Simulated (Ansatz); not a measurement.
Program: Ansatz 0.2.0.

A structure relaxed at PBE0-D4/def2-TZVP, charge 0, multiplicity 1:

Cartesian coordinates in Å:
```
F 2.0646 0.4971 0.8837
Si 1.5827 0.1036 -0.5953
C -0.0771 -0.7483 -0.3973
F -0.6390 -0.9145 -1.6734
Sn -1.4842 0.3579 0.8527
H 2.6204 -0.7712 -1.1928
H 1.4179 1.3433 -1.3894
H 0.0331 -1.7431 0.0482
H -1.3673 2.0194 0.4885
H -3.0420 -0.2248 0.4831
H -1.1091 0.0804 2.4921
```

(1) Give its formula and SMILES.

(2) Summarise the bond lengths by kind.

## Answers

(1) CH6F2SiSn, `F[SiH2][CH](F)[SnH3]`.

(2) 1 × F–Si 1.604 Å; 1 × C–Si 1.876 Å; 2 × H–Si 1.481 to 1.483 Å; 1 × C–F 1.404 Å; 1 × C–Sn 2.183 Å; 1 × C–H 1.096 Å; 3 × H–Sn 1.704 to 1.705 Å.
